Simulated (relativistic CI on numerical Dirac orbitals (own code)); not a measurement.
**Ti²⁺: resonant inelastic scattering at the M2,3 edge**

Computed with this model: Dirac-Coulomb-Breit CI, orbitals from a KLI potential per configuration, QED by a radiative potential, valence Slater integrals scaled by 0.9, Kramers-Heisenberg scattering through one core-hole configuration in a parametric crystal field; configurations [Ar] 3d2 → [Ne] 3s2 3p5 3d3; 300 K; core-hole width 0.8 eV; summed over polarisations. Incident energies are the highest absorption maxima for each field (at most a few, so the weaker spin-orbit partner edge can be absent), on the computed scale of the free ion. Intensities are in per cent of the strongest line above 0.02 eV; levels within 1 cm⁻¹ are merged; final levels count from the ground level, the first row holds all elastic scattering, lines under 0.4 are left out and each table stops after 24 rows. The scale of the Slater integrals is a model choice and moves the terms in proportion.

Field parameters in Wybourne normalisation: Oh B⁴₀ = 21Dq, B⁴₄ = √(5/14) B⁴₀. The field is a parameter set, without covalency.

S is read from ⟨S²⟩ = S(S + 1).

Oh, 10Dq = 3250 cm⁻¹:

```
Final level (eV)  Degeneracy  Irrep     S  41.7 eV  46.8 eV  49.5 eV
           0.000           2      E  1.00     85.0    239.1     83.5
           0.001           3     T2  1.00     10.9     22.4     14.9
           0.020           3     T1  1.00      7.2     36.0     14.9
           0.030           1     A1  1.00      2.2     14.3      5.0
           0.342           1     A2  1.00      7.5     15.5     15.8
           0.345           3     T2  1.00     19.9     45.7     42.0
           0.352           3     T1  1.00     14.7     33.3     30.6
           0.353           2      E  1.00      9.1     23.1     19.9
           0.752           3     T2  1.00      4.4    100.0     34.1
           1.756           1     A1  1.00      0.0      1.3     16.5
           1.762           3     T1  1.00      0.2      3.6     40.4
           1.773           3     T2  1.00      0.3      3.2     25.7
           1.773           2      E  1.00      0.2      2.2     17.7
```

Oh, 10Dq = 7350 cm⁻¹:

```csv
Final level (eV),Degeneracy,Irrep,S,42 eV,47.1 eV,50 eV
0.000,2,E,1.00,90.3,247.9,62.6
0.001,3,T2,1.00,10.2,31.4,9.2
0.019,3,T1,1.00,8.5,47.0,9.9
0.029,1,A1,1.00,2.8,19.4,3.3
0.796,1,A2,1.00,6.8,10.1,13.2
0.799,3,T2,1.00,19.0,31.1,34.9
0.806,3,T1,1.00,14.9,25.4,26.0
0.806,2,E,1.00,9.3,17.3,17.4
1.714,3,T2,1.00,3.1,100.0,35.8
2.157,1,A1,1.00,0.2,2.1,14.1
2.163,3,T1,1.00,0.6,6.6,35.7
2.173,3,T2,1.00,0.9,7.7,24.5
2.173,2,E,1.00,0.6,5.1,16.6
```

For the first field the strongest loss at the lowest incident energy is the level at 0.34 eV (S = 1.00, against 1.00 in the thermal ground state).
